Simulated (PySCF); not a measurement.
**Radial density of N⁺ (nitrogen, charge +1)**

PBE0, [He] 2s2 2p2, high-spin 3P determinant. Computed with PySCF 2.14 in aug-cc-pVDZ, with no relativity, point nucleus.

| r (bohr) | 4πr²ρ (e/bohr) | 4πr²(ρα − ρβ) |
| --- | --- | --- |
| 0.00476 | 0.05494 | 0.0000 |
| 0.00801 | 0.1492 | 0.0001 |
| 0.0135 | 0.3897 | 0.0003 |
| 0.0227 | 0.9719 | 0.0008 |
| 0.0381 | 2.216 | 0.0020 |
| 0.0641 | 4.381 | 0.0056 |
| 0.108 | 6.793 | 0.0193 |
| 0.181 | 7.102 | 0.0864 |
| 0.305 | 4.095 | 0.3414 |
| 0.513 | 2.123 | 0.9298 |
| 0.863 | 3.126 | 1.5150 |
| 1.45 | 2.186 | 1.0219 |
| 2.44 | 0.3590 | 0.1757 |
| 4.11 | 0.009283 | 0.0070 |
| 6.91 | 1.072e-05 | 0.0000 |
